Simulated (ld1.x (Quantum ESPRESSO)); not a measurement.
# Scattering properties, TM semilocal potential for manganese (Mn)

```json
{"Element": "manganese", "Generator": "ld1.x (Quantum ESPRESSO) 7.5", "Type": "norm-conserving Troullier–Martins (semilocal form)", "Functional": "LDA (PZ)", "Relativity": "scalar-relativistic", "Frozen core": "[Ar]", "Valence charge": "7", "Reference configuration": "3d5 4s2 4p0", "Partial waves": "4s (bound): rc 2.30 bohr; 3d (bound): rc 1.50 bohr; 4p (bound, empty): rc 2.95 bohr", "Local potential": "the p channel", "Core correction": "none"}
```

The phase is arctan(r·u′/u) with u = r·R(r), unwrapped; energies in Ry, scanned from -3 to 5 Ry. A pole is an energy at which the radial function vanishes at the test radius. The pseudo phase is shifted by a multiple of π to meet the all-electron one at the reference energy, and phase errors are pseudo minus all-electron; the curves can meet again beyond the range given. Levels narrower than the energy grid can be missing from the lists of poles.

**Question.** For each channel, where are the poles, and over which energies does the pseudopotential scatter like the atom?

**Answer.**

```
channel  radius (bohr)  reference energy (Ry)  poles, all-electron  poles, pseudo  unbroken range about the reference energy with phases within 0.05 rad  phase error 1 Ry above the reference energy (rad)
      s           3.20                  -0.39                 0.49     0.48, 4.58                                                              below 1.8                                             -0.005
      p           3.20                  -0.11                 1.23           1.18                                                              below 2.2                                             -0.007
      d           3.20                  -0.52          -0.46, 2.58    -0.46, 2.70                                                              below 0.8                                             +0.014
```

Phases in the s channel:

```json
{"E (Ry)": "-3.00", "all-electron": "1.367", "pseudo": "1.366"}
{"E (Ry)": "-2.76", "all-electron": "1.355", "pseudo": "1.354"}
{"E (Ry)": "-2.52", "all-electron": "1.341", "pseudo": "1.340"}
{"E (Ry)": "-2.28", "all-electron": "1.323", "pseudo": "1.323"}
{"E (Ry)": "-2.04", "all-electron": "1.302", "pseudo": "1.301"}
{"E (Ry)": "-1.80", "all-electron": "1.273", "pseudo": "1.272"}
{"E (Ry)": "-1.56", "all-electron": "1.232", "pseudo": "1.232"}
{"E (Ry)": "-1.32", "all-electron": "1.172", "pseudo": "1.171"}
{"E (Ry)": "-1.08", "all-electron": "1.068", "pseudo": "1.066"}
{"E (Ry)": "-0.84", "all-electron": "0.850", "pseudo": "0.849"}
{"E (Ry)": "-0.60", "all-electron": "0.254", "pseudo": "0.253"}
{"E (Ry)": "-0.36", "all-electron": "-0.778", "pseudo": "-0.778"}
{"E (Ry)": "-0.12", "all-electron": "-1.250", "pseudo": "-1.251"}
{"E (Ry)": "0.12", "all-electron": "-1.435", "pseudo": "-1.437"}
{"E (Ry)": "0.36", "all-electron": "-1.533", "pseudo": "-1.536"}
{"E (Ry)": "0.60", "all-electron": "-1.598", "pseudo": "-1.603"}
{"E (Ry)": "0.84", "all-electron": "-1.649", "pseudo": "-1.656"}
{"E (Ry)": "1.08", "all-electron": "-1.695", "pseudo": "-1.705"}
{"E (Ry)": "1.32", "all-electron": "-1.741", "pseudo": "-1.758"}
{"E (Ry)": "1.56", "all-electron": "-1.796", "pseudo": "-1.825"}
{"E (Ry)": "1.80", "all-electron": "-1.866", "pseudo": "-1.921"}
{"E (Ry)": "2.04", "all-electron": "-1.971", "pseudo": "-2.090"}
{"E (Ry)": "2.28", "all-electron": "-2.154", "pseudo": "-2.470"}
{"E (Ry)": "2.52", "all-electron": "-2.539", "pseudo": "-3.328"}
{"E (Ry)": "2.76", "all-electron": "-3.296", "pseudo": "-4.042"}
{"E (Ry)": "3.00", "all-electron": "-3.951", "pseudo": "-4.332"}
{"E (Ry)": "3.24", "all-electron": "-4.254", "pseudo": "-4.468"}
{"E (Ry)": "3.48", "all-electron": "-4.403", "pseudo": "-4.547"}
{"E (Ry)": "3.72", "all-electron": "-4.490", "pseudo": "-4.600"}
{"E (Ry)": "3.96", "all-electron": "-4.547", "pseudo": "-4.639"}
{"E (Ry)": "4.20", "all-electron": "-4.588", "pseudo": "-4.671"}
{"E (Ry)": "4.44", "all-electron": "-4.619", "pseudo": "-4.698"}
{"E (Ry)": "4.68", "all-electron": "-4.644", "pseudo": "-4.722"}
{"E (Ry)": "4.92", "all-electron": "-4.665", "pseudo": "-4.747"}
```
